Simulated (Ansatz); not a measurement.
BClFH3Si, SMILES `B[SiH](F)Cl` at its PBE0-D4/def2-TZVP geometry, where that method's forces vanish. Charge 0, multiplicity 1.

```xyz
7

B     0.7113    0.7495   -0.6567
Si   -0.6124   -0.3564    0.3511
F    -1.4876   -1.3161   -0.5755
Cl    0.6515   -1.5206    1.4850
H     1.1581    1.7407   -0.1626
H     1.1388    0.3883   -1.7106
H    -1.5597    0.3147    1.2694
```

Q: What forces (eV/Å) does PBE-D4/def2-TZVPP give on these atoms in the Gaussian-basis code of Ansatz? (Best estimate.)

A: Computed: 
```
B1  -0.048 -0.064  0.080
Si2  0.215  0.454  0.071
F3  -0.376 -0.394 -0.380
Cl4  0.226 -0.150  0.165
H5   0.053  0.111  0.050
H6   0.051 -0.042 -0.116
H7  -0.120  0.085  0.129
```
